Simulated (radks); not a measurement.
Values are calculated unless marked as measured or tabulated.
Eu XI, configuration [Kr] 4d10 4f5 5s2. Code: a radial shooting solver on a logarithmic mesh with Libxc functionals. Model: Dirac Kohn-Sham, LDA (Slater exchange, Perdew-Wang correlation), spin-unpolarised, spherical densities, finite nucleus; open shells fill j = l - 1/2 first; Fermi nuclear charge, rms radius 5.1115 fm. Some entries of the table are withheld. Estimate them.

orbital  occ.  eigenvalue (eV)  r(max) (bohr)  <r^2> (bohr^2)
1s1/2       2        -48436.27        0.01421       0.0006803
2s1/2       2        -8090.937        0.08078         0.01064
2p1/2       2        -7688.510        0.06107        0.007729
2p3/2       4        -7041.142        0.06681        0.008967
3s1/2       2        -1909.439            (1)         0.07120
3p1/2       2        -1735.030         0.2163         0.06639
3p3/2       4        -1603.068         0.2285         0.07353
3d3/2       4        -1299.794         0.1816         0.05887
3d5/2       6        -1271.044         0.1851         0.06086
4s1/2       2        -508.7761         0.5268          0.3584
4p1/2       2        -441.1398         0.5313          0.3764
4p3/2       4        -411.4051         0.5571          0.4142
4d3/2       4        -299.3524            (2)          0.4679
4d5/2       6        -293.9101            (3)          0.4817
5s1/2       2        -186.5635          1.153           1.641
5p1/2       0              (4)          1.218           1.852
4f5/2       5        -160.1903         0.5635          0.6723
4f7/2       0        -159.3566         0.5675          0.6811
5p3/2       0              (5)          1.269           1.995
6s1/2       0         -96.8391          2.194           5.292

Answer. 
(1) 3s1/2 r(max) (bohr): 0.2293
(2) 4d3/2 r(max) (bohr): 0.5650
(3) 4d5/2 r(max) (bohr): 0.5733
(4) 5p1/2 eigenvalue (eV): -164.0017
(5) 5p3/2 eigenvalue (eV): -157.4660
